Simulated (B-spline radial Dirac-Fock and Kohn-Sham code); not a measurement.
# Binding energies of Tb⁺ in different valence configurations

The computed values come from a radial finite-basis atomic code: relaxed Dirac-Fock hole states (ΔSCF) with Breit and QED corrections and a finite nucleus. The model has no electron correlation.

Reference: the tabulated ground configuration [Xe] 4f9 6s1, with 2p3/2 7523.6 eV, 3p3/2 1622.0 eV, 3d5/2 1250.0 eV, 4s 414.4 eV, 4p3/2 301.0 eV, 4d5/2 163.7 eV, Kα1 44479.8 eV, Kβ1 50381.5 eV, Lα1 6273.6 eV, Lβ2 7360.0 eV.

Shifts from the reference in eV.

| configuration | average energy | 2p3/2 | 3p3/2 | 3d5/2 | 4s | 4p3/2 | 4d5/2 | Kα1 | Kβ1 | Lα1 | Lβ2 |
| --- | --- | --- | --- | --- | --- | --- | --- | --- | --- | --- | --- |
| [Xe] 4f8 6s1 6p1 | +3.79 | +12.74 | +13.90 | +13.72 | +13.15 | +12.74 | +12.06 | -0.85 | -2.01 | -0.98 | +0.68 |
| [Xe] 4f7 5d2 6s1 | +8.03 | +17.77 | +20.36 | +20.00 | +18.56 | +17.68 | +16.30 | -1.54 | -4.12 | -2.23 | +1.47 |
| [Xe] 4f8 6s2 | +0.87 | +11.57 | +12.73 | +12.55 | +12.05 | +11.57 | +10.89 | -0.82 | -1.98 | -0.98 | +0.68 |
| [Xe] 4f8 5d1 6s1 | +1.03 | +8.51 | +9.72 | +9.55 | +8.99 | +8.58 | +7.93 | -0.72 | -1.93 | -1.04 | +0.58 |
